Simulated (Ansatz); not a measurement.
Cost and result up the ladder for the cluster Cd₃S₄ (the lowest singlet isomer of a short search) (7 atoms). Charge 0, multiplicity 1. Geometry: PBE-D4/def2-SVP.

| atom | x (Å) | y (Å) | z (Å) |
| --- | --- | --- | --- |
| Cd1 | 0.3670 | -0.0180 | 1.8966 |
| Cd2 | -0.1575 | 0.8643 | -1.7206 |
| Cd3 | -0.5071 | -2.0420 | -0.4240 |
| S4 | -0.6359 | -2.1748 | 1.9479 |
| S5 | -0.2311 | -1.3149 | -2.6724 |
| S6 | 1.3788 | 2.0113 | 1.1257 |
| S7 | -0.2142 | 2.6741 | -0.1532 |

Ansatz on 4 threads of Arm Neoverse V2 on a shared host. Times are rough, and most runs start from the orbitals of an earlier one. ωB97M-V/def2-TZVP serves as the yardstick here, not as an exact answer. Differences are given only for rows in sets of like size (and for xTB, whose basis is part of the method), since another set adds its own error. Binding counts from free atoms at the same level (Cd singlet, S triplet; other spins of the atoms weren't run), without zero-point energy or a counterpoise term.

In the def2 sets Cd takes a core potential; there is no spin–orbit coupling. Correlated methods freeze 20 core orbitals; core or outer-core shells of Cd are correlated, in sets that lack core-valence functions. The rows differ in basis, and correlated rows in double-zeta sets carry the largest basis error. The structure comes from a short search, and lower isomers may exist.

Correlated methods converge slowly with the basis, most of all in double-zeta sets.

| level | functions | binding energy per atom (eV) | difference from ωB97M-V/def2-TZVP (eV) |
| --- | --- | --- | --- |
| r2SCAN-D4/def2-TZVP | 268 | 2.11 | 0.02 |
| BLYP-D4/def2-TZVP | 268 | 1.89 | -0.20 |
| PBE-D4/def2-TZVPD | 304 | 2.12 | 0.03 |
| PBE0-D4/def2-SVP | 165 | 2.05 | – |
| PBE0-D4/def2-TZVP (with forces) | 268 | 2.07 | -0.02 |
| ωB97M-V/def2-TZVP | 268 | 2.09 | 0.00 |
| PBE-D4/def2-SVP | 165 | 2.12 | – |
| MP2/def2-TZVP | 268 | 2.03 | -0.06 |
| BLYP-D4/def2-TZVPD | 304 | 1.89 | -0.20 |
| r2SCANh-D4/def2-TZVP | 268 | 2.08 | -0.01 |
| CCSD(T)/def2-SVP | 165 | 1.74 | – |
| PBE-D4/def2-TZVP | 268 | 2.12 | 0.03 |
| PBE0-D4/def2-TZVPD | 304 | 2.07 | -0.02 |
| RPA@PBE/def2-TZVP | 268 | 1.73 | -0.36 |

Task: Estimate how long each takes.

Result: PBE-D4/def2-SVP 2.4 s; PBE-D4/def2-TZVP 3.8 s; PBE0-D4/def2-SVP 4.3 s; BLYP-D4/def2-TZVP 4.3 s; PBE-D4/def2-TZVPD 6 s; BLYP-D4/def2-TZVPD 8 s; MP2/def2-TZVP 8.5 s; r2SCAN-D4/def2-TZVP 12 s; PBE0-D4/def2-TZVPD 13 s; RPA@PBE/def2-TZVP 13 s; PBE0-D4/def2-TZVP (with forces) 14 s; r2SCANh-D4/def2-TZVP 16 s; ωB97M-V/def2-TZVP 24 s; CCSD(T)/def2-SVP 2.6 min. On shared hardware such times vary by a factor of up to 3.
